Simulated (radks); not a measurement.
Fractional charge and spin in the 5s shell of samarium: the spin-up occupation runs from 0 to 1 and the spin-down occupation from 0 to 1; the fullest corner is Sm2+, [Kr] 4d10 4f(up 3, down 3) 5p6 5s(up 1, down 1). All-electron calculation, scalar-relativistic Kohn-Sham, LDA (Slater exchange, Perdew-Wang correlation), spin-polarised, spherical densities, point nucleus. Program: a radial shooting solver on a logarithmic mesh with Libxc functionals. Energy (eV) above the fullest corner. The planes named below are the two flat planes that join the four corners, with an edge along up + down = one added electron.

down \ up        0     0.25      0.5    0.75       1
0          141.292  120.491  100.581  81.551  63.392
0.25       120.491  100.634   81.656  63.547  46.295
0.5        100.581   81.656   63.598  46.397  30.040
0.75        81.551   63.547   46.397  30.090  14.613
1           63.392   46.295   30.040  14.613   0.000

Corners above the fullest one (they belong to Sm3+ and the next ion): (up 1, down 0) 63.392 eV, (up 0, down 1) 63.392 eV, (up 0, down 0) 141.29 eV. With half an added electron in each spin the energy lies 0.206 eV from the planes, and with half an added electron in spin up alone -1.761 eV. The planes are only a guide here: the flat-plane condition holds for ground states with one frontier orbital, while this shell lies below other occupied shells, so the corners above the fullest one are inner-hole states and not the ground states of those ions.
